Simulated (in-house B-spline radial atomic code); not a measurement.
In⁺. Computed with a B-spline radial atomic code. Model: non-relativistic spherical atom: semilocal Troullier-Martins pseudo-atom, one channel per l, against all electrons, high spin, G0W0 and RPA with empty states to l = 8, local potential for every l without a channel, a model core (radius 0 = none) keeps its share of the functional.

Without relativity these are model numbers for so heavy an element.

What the tables leave out is listed at the end.

The pseudopotential gives back the lowest level of each angular momentum of its own functional in the configuration it was made in; a second state of the same l is only approximately right. Exact exchange, RPA and GW see the smooth pseudo-orbitals and miss the exchange with the core, for which the functional's share stands in. The column with an uncorrelated core keeps all orbitals and exact exchange, and so separates missing core correlation from pseudisation. Only the three outermost levels and the lowest empty one were computed. RPA here is direct RPA, with no exchange kernel, and its energies carry an (l + 1/2)⁻⁴ tail. A hybrid on a potential with a model core restores only its own semilocal share of the core's exchange.

Command:
```bash
python run_psgw.py task.json out
```
Settings (lengths in bohr, energies in hartree):
```
Z                      49
electrons              48
configuration          [Kr] 4d10 5s2
generated_in           [Kr] 4d10 5s2 5p1
functional             lda,vwn
core_shells            7
radius_factor          1.3
core_correction        False
ion_configuration      [Kr] 4d10 5s1
```

Time taken, with all properties: 83 s on 1 thread of Arm Neoverse N1 (shared host).

Given: made with LDA VWN5; model core radius 0 bohr; local radius 1.354 bohr; mean-field start LDA VWN5.

Valence shells of the generating configuration: 4p, 4d, 5s, 5p.

Channel: s 2.928, p 1.076, d 1.213 (radii in bohr).

Computed: largest level miss in the spin-unpolarised generating configuration 0.043 eV; valence RPA correlation energy all-electron orbitals -1.1709 hartree; valence RPA correlation energy pseudo -1.2732 hartree; pseudo-atom RPA polarisability 21.383 bohr³; ionisation by mean-field all-electron 18.537 eV; ionisation by mean-field pseudo minus all 0.041 eV; ionisation by RPA pseudo minus all 1.212 eV.

```json
{"level": "5s", "occupied": "1", "mean-field all-electron (eV)": "-14.594", "mean-field pseudo minus all (eV)": "-0.019", "G0W0 all-electron (eV)": "-18.383", "G0W0 uncorrelated core minus all (eV)": "-0.02", "G0W0 pseudo minus all (eV)": "-1.294", "exchange self-energy all-electron (eV)": "-13.34", "exchange self-energy pseudo (eV)": "-14.431"}
{"level": "5p (empty)", "occupied": "0", "mean-field all-electron (eV)": "-8.7311", "mean-field pseudo minus all (eV)": "-0.078", "G0W0 all-electron (eV)": "-5.8391", "G0W0 uncorrelated core minus all (eV)": "0.015", "G0W0 pseudo minus all (eV)": "0.055", "exchange self-energy all-electron (eV)": "-4.0338", "exchange self-energy pseudo (eV)": "-3.2216"}
```

Q: What is the ionisation by RPA all-electron?

A: 18.465 eV.

Q: What is the all-electron RPA polarisability, core included?

A: 21.408 bohr³.

Given: mean-field start PBE0.

Computed: valence RPA correlation energy pseudo -1.2163 hartree; all-electron RPA polarisability, core included 20.093 bohr³; pseudo-atom RPA polarisability 18.378 bohr³; ionisation by mean-field pseudo minus all 0.503 eV; ionisation by RPA all-electron 18.287 eV; ionisation by RPA pseudo minus all 1.297 eV.

| level | occupied | mean-field all-electron (eV) | mean-field pseudo minus all (eV) | G0W0 all-electron (eV) | G0W0 uncorrelated core minus all (eV) | G0W0 pseudo minus all (eV) | exchange self-energy all-electron (eV) | exchange self-energy pseudo (eV) |
| --- | --- | --- | --- | --- | --- | --- | --- | --- |
| 5s | 1 | -15.015 | -0.412 | -18.26 | -0.016 | -1.347 | -12.997 | -14.993 |
| 5p (empty) | 0 | -7.6793 | 0.133 | -5.8614 | 0.013 | 0.221 | -3.6236 | -2.8568 |

Q: What is the valence RPA correlation energy all-electron orbitals?

A: -1.1089 hartree.

Q: What is the ionisation by mean-field all-electron?

A: 17.832 eV.

Given: mean-field start Hartree-Fock.

Computed: valence RPA correlation energy pseudo -1.0828 hartree; all-electron RPA polarisability, core included 17.074 bohr³; pseudo-atom RPA polarisability 11.709 bohr³; ionisation by mean-field pseudo minus all 2.074 eV; ionisation by RPA all-electron 17.875 eV; ionisation by RPA pseudo minus all 1.471 eV.

| level | occupied | mean-field all-electron (eV) | mean-field pseudo minus all (eV) | G0W0 all-electron (eV) | G0W0 uncorrelated core minus all (eV) | G0W0 pseudo minus all (eV) | exchange self-energy all-electron (eV) | exchange self-energy pseudo (eV) |
| --- | --- | --- | --- | --- | --- | --- | --- | --- |
| 5s | 1 | -16.519 | -2.236 | -18.07 | -0.009 | -1.34 | -12.257 | -17.469 |
| 4d | 1 | -36.243 | 2.183 | -35.598 | 0.11 | 2.42 | -42.863 | -35.806 |
| 5p (empty) | 0 | -5.0329 | 0.606 | -5.8144 | 0.008 | 0.714 | -2.6546 | -1.772 |

Q: What is the valence RPA correlation energy all-electron orbitals?

A: -0.96908 hartree.

Q: What is the ionisation by mean-field all-electron?

A: 16.27 eV.

Among the listed levels the largest G0W0 shift of the pseudo-atom is +2.42 eV, for 4d on the Hartree-Fock start, while leaving the core uncorrelated moves that level by +0.11 eV. So pseudisation and the lost core exchange, not the missing core correlation, make the error. Not in the tables (levels of low weight, unsolved or above zero; the highest and the empty levels are kept at any weight): on LDA the G0W0 levels 4d (pseudo minus all +0.34 eV, weights 0.72 and 0.22), 4p (pseudo minus all -0.27 eV, weights 0.38 and 0.02); on PBE0 the G0W0 levels 4d (pseudo minus all +1.33 eV, weights 0.38 and 0.77), 4p (pseudo minus all +3.48 eV, weights 0.02 and 0.29); on Hartree-Fock the G0W0 levels 4p (pseudo minus all +3.75 eV, weights 0.24 and 0.21).
